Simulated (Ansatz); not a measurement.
```yaml
crystal:
  periodic: [false, false, false]
  atoms:
    - {symbol: C, position_ang: [-2.462597, -1.080824, -0.593057]}
    - {symbol: C, position_ang: [-1.711203, 0.074477, 0.055880]}
    - {symbol: C, position_ang: [-1.948143, 0.142820, 1.556819]}
    - {symbol: C, position_ang: [-2.005970, 1.408636, -0.619177]}
    - {symbol: O, position_ang: [-0.258443, -0.240697, -0.012695]}
    - {symbol: S, position_ang: [0.625904, 0.099900, -1.325364]}
    - {symbol: O, position_ang: [0.989942, 1.511195, -1.366462]}
    - {symbol: O, position_ang: [0.051227, -0.527095, -2.515279]}
    - {symbol: C, position_ang: [2.069805, -0.874360, -0.855816]}
    - {symbol: C, position_ang: [2.630070, -0.743176, 0.550432]}
    - {symbol: F, position_ang: [3.819769, -1.421025, 0.552091]}
    - {symbol: F, position_ang: [1.828538, -1.344436, 1.458142]}
    - {symbol: C, position_ang: [2.951311, 0.663084, 1.071104]}
    - {symbol: F, position_ang: [3.639814, 1.330154, 0.119581]}
    - {symbol: F, position_ang: [1.820034, 1.331087, 1.360561]}
    - {symbol: H, position_ang: [-3.547695, -0.926911, -0.485068]}
    - {symbol: H, position_ang: [-2.195678, -2.031016, -0.105501]}
    - {symbol: H, position_ang: [-2.218941, -1.152436, -1.662392]}
    - {symbol: H, position_ang: [-1.658349, -0.806148, 2.032695]}
    - {symbol: H, position_ang: [-1.347977, 0.951293, 2.000202]}
    - {symbol: H, position_ang: [-3.013190, 0.331432, 1.760933]}
    - {symbol: H, position_ang: [-1.385542, 2.210828, -0.194484]}
    - {symbol: H, position_ang: [-3.067010, 1.658374, -0.464806]}
    - {symbol: H, position_ang: [-1.821233, 1.360480, -1.702994]}
    - {symbol: H, position_ang: [1.803526, -1.928912, -1.018447]}
    - {symbol: H, position_ang: [2.840501, -0.572457, -1.579760]}
    - {symbol: H, position_ang: [3.571520, 0.575733, 1.982843]}
basis:
  gaussian: {orbitals: def2-TZVP}
magnetization: {spin_polarized: true, initial_magnetization: 2}
hamiltonian: {xc: pbe0, dispersion: d4}
scf: {omitted_lower_state_checks: [starts]}
output: {orbitals: {seedname: orbitals}}
```

```sh
$ ansatz run in.yaml --threads 4 --pin off --events-out ev --progress --plain --max-ram 6963MiB
```

Question: Does this run fit into the memory that it is given?

Answer: No. It has 543 basis functions, and Ansatz plans for 10 GiB where 7 GiB are given.
